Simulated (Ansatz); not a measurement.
Reaction (hydrogenolysis of the Se–C bond): `B[Se]CC` + H₂ → `B[SeH]` + ethane

Gas-phase electronic energies from Ansatz, PBE0-D4/def2-TZVP geometries. CCSD(T)/CBS is the MP2 limit (def2-TZVPP, def2-QZVPP) plus CCSD(T) − MP2 in def2-TZVPP, frozen cores. This one scheme is used for every species. DFT in def2-TZVPP. B3LYP here is the variant with VWN-RPA as its local correlation; programs differ in this. For Se outer-core shells are correlated without core-valence functions, which leaves a few kJ/mol of doubt a bond. Scalar relativity is left out up to krypton. One conformer a species, not always the lowest.

| level | ΔE (kJ/mol) | difference from CCSD(T)/CBS |
| --- | --- | --- |
| PBE-D4 | -51.6 | 2.2 |
| r2SCAN-D4 | -55.9 | -2.1 |
| PBE0-D4 | -58.0 | -4.2 |
| B3LYP-D4 | -57.9 | -4.1 |
| ωB97X-V | -60.1 | -6.3 |
| ωB97M-V | -59.1 | -5.3 |
| B2PLYP | -62.8 | -9.0 |
| PBE | -59.5 | -5.7 |
| r2SCAN | -58.0 | -4.2 |
| PBE0 | -64.9 | -11.1 |
| B3LYP | -70.7 | -16.9 |
| HF/def2-TZVPP | -87.2 | -33.4 |
| MP2/def2-TZVPP | -47.7 | 6.1 |
| SCS-MP2/def2-TZVPP | -54.4 | -0.6 |
| CCSD/def2-TZVPP | -62.6 | -8.8 |
| CCSD(T)/def2-TZVPP | -55.8 | -2.0 |
| HF/def2-QZVPP | -87.2 | -33.4 |
| MP2/def2-QZVPP | -46.5 | 7.3 |
| SCS-MP2/def2-QZVPP | -53.5 | 0.3 |
| HF/CBS(def2) | -87.2 | -33.4 |
| MP2/CBS(def2) | -45.7 | 8.1 |
| CCSD/CBS(def2) | -60.7 | -6.9 |
| CCSD(T)/CBS | -53.8 | 0 |

Largest T1 diagnostic among the species: 0.013.

From PBE to PBE0 (25 % exact exchange), in def2-TZVPP and without D4, ΔE moves by −5.4 kJ/mol. In def2-TZVPP, CCSD(T) changes the Hartree–Fock value by +31.4 kJ/mol (the triples alone add +6.8 kJ/mol) and MP2 by +39.6 kJ/mol. The D4 term adds +12.7 kJ/mol with B3LYP and +6.9 kJ/mol with PBE0; it sums over pairs of atoms, weighted by their polarisabilities, and B3LYP, whose exchange is more repulsive, gets the larger term.
